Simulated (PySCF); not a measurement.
**Correlation energy of Ni²⁺ (nickel, charge +2)**

[Ar] 3d7 4p1, one real determinant (an excited configuration). All numbers are calculated (PySCF 2.14, no relativity, point nucleus, in def2-TZVPPD (6s6p4d2f1g, 67 functions)). Frozen: [Ne]; 16 electrons correlated.

```
  level  correlation energy (mhartree)
   CCSD                        -489.49
    (T)                          -7.45
CCSD(T)                        -496.94
```

Diagnostics: T1 = 0.0089, D1 = 0.0309, largest double amplitude 0.029.

Question: Is a single reference adequate?

Answer: Yes: T1 lies below 0.03 and no double amplitude reaches 0.07.

The reference is one real determinant that mixes LS terms of this configuration.

This basis was not built for core-valence correlation, so the inner-shell part is incomplete.
